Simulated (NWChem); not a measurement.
SnHOClF$_{2}$; SMILES [OH][Sn]([F])([F])[Cl]

All runs: NWChem. Coordinates come from a PBE0/def2-SVP optimisation. No frequency run checked for a minimum. def2 effective core potentials on Sn; no spin-orbit coupling. Gas phase, vertical. One conformer.

B3LYP/def2-SVPD, TDA puts singlet state 4 at 6.35 eV with oscillator strength 0.131.

Problem. Give the wavelength, the transition dipole and the radiative lifetime of that state in vacuum.

Solution. 
1. λ = 1239.84/6.35 = 195 nm, or 51220 cm⁻¹.
2. f = (2/3) ΔE μ² in atomic units, so μ = √(1.5 f/ΔE) = 0.92 a.u. = 2.33 D.
3. τ = 1.499 s cm⁻² / (f ν²) = 4.4 ns, for a non-degenerate state that emits at the vertical energy; a higher state like this one mostly decays faster by other paths.
